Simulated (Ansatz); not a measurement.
Program: Ansatz. Geometries: PBE0-D4/def2-TZVP. ΔE: electronic, gas phase. CBS: MP2 limit from def2 TZ/QZ plus the TZ coupled-cluster correction, frozen cores. This one scheme is used for every species. Functionals use def2-TZVPP. HSE06 is defined as in plane-wave codes. def2 core potentials past Kr. For Hf outer-core shells are correlated without core-valence functions, which leaves a few kJ/mol of doubt a bond.

Consider the ligand exchange at the Hf–C bond: `[CH3][Hf]([CH3])([CH3])[F]` + H–F → `[CH3][Hf]([CH3])([F])[F]` + CH₄.

`[CH3][Hf]([CH3])([CH3])[F]`:

Z-matrix (Å, degrees):
```
C
Hf 1 2.214
H 1 1.098 2 110.5
H 1 1.098 2 111.1 3 118.7
H 1 1.096 2 113.3 3 -120.5
C 2 2.214 1 108.4 3 -97.1
C 2 2.214 1 108.0 3 19.4
F 2 1.906 1 111.0 3 140.9
H 6 1.098 2 110.8 1 24.8
H 6 1.096 2 113.3 1 -95.9
H 6 1.098 2 110.8 1 143.5
H 7 1.098 2 110.4 1 -81.6
H 7 1.096 2 113.1 1 158.2
H 7 1.097 2 111.4 1 37.3
```

H–F:

```xyz
2

F    -0.324   -0.207    0.252
H     0.324    0.207   -0.252
```

`[CH3][Hf]([CH3])([F])[F]`:

Cartesian coordinates in Å:
```
C 1.118 -0.673 1.241
Hf -0.813 -0.403 0.204
C -0.395 1.031 -1.422
F -1.342 -2.066 -0.559
F -2.060 0.380 1.413
H 1.467 0.272 1.673
H 1.067 -1.404 2.056
H 1.889 -1.019 0.541
H 0.017 1.965 -1.020
H -1.288 1.294 -2.001
H 0.341 0.624 -2.126
```

CH₄:

Cartesian coordinates in Å:
```
C 0.000 0.000 0.000
H -0.736 -0.088 -0.798
H 0.187 -0.983 0.431
H -0.379 0.669 0.772
H 0.929 0.401 -0.405
```

CCSD(T)/CBS gives -236.6 kJ/mol.

**Question.** Another level gave -255.3 kJ/mol. Which?
A. HSE06-D4/def2-TZVPP
B. B97M-V/def2-TZVPP
C. BHLYP-D4/def2-TZVPP
D. r2SCAN0-D4/def2-TZVPP

**Answer.** B. B97M-V -255.3, BHLYP-D4 -250.4, r2SCAN0-D4 -245.5, HSE06-D4 -238.8 kJ/mol.

Largest T1 diagnostic among the species: 0.015.

Leaving LDA and LC-ωPBE aside and taking each functional with its dispersion term where it has one, the values, not all of them listed here, spread over 16.8 kJ/mol, from CAM-B3LYP-D4 to HSE06-D4. LDA lies +6.1 kJ/mol from PBE without D4. From BLYP to BHLYP (50 % exact exchange), in def2-TZVPP and without D4, ΔE moves by +3.3 kJ/mol. In def2-TZVPP, CCSD(T) changes the Hartree–Fock value by +18.1 kJ/mol (the triples alone add +1.0 kJ/mol) and MP2 by +18.7 kJ/mol.

CCSD(T)/CBS has its own doubt, a few kJ/mol and more with outer-core shells, so smaller differences from it don't rank the levels.
